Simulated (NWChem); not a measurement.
# C$_{2}$H$_{4}$O$_{2}$Si; SMILES O[Si@@H]1C=CO1

```xyz
9

O     -0.0643     1.8901    -0.4216
Si     0.0705     0.4784     0.4146
C      1.0520    -0.9627    -0.1662
C     -0.1559    -1.5685    -0.2315
O     -1.1716    -0.7014     0.0678
H     -0.0276     1.8347    -1.3818
H      0.0607     0.8741     1.8393
H      2.0379    -1.3913    -0.3257
H     -0.4445    -2.6038    -0.4561
```
Atoms are numbered in this order, from 1.

Coordinates come from a PBE0/def2-SVP optimisation.

### Question
Give the principal values of the shielding tensors (ppm) of O1, Si2, C3, C4, O5 from B3LYP/6-31G* (spherical d), GIAO (NWChem), with their diamagnetic and paramagnetic parts as GIAO splits them.

### Answer
```tsv
atom	σ11	σ22	σ33	isotropic	diamagnetic	paramagnetic
O1	217.7	264.9	288.3	257.0	391.5	-134.5
Si2	393.8	401.7	438.5	411.3	882.2	-470.8
C3	19.7	118.3	157.8	98.6	255.2	-156.6
C4	-81.5	59.2	111.8	29.8	255.3	-225.4
O5	100.4	172.8	246.7	173.3	391.4	-218.1
```
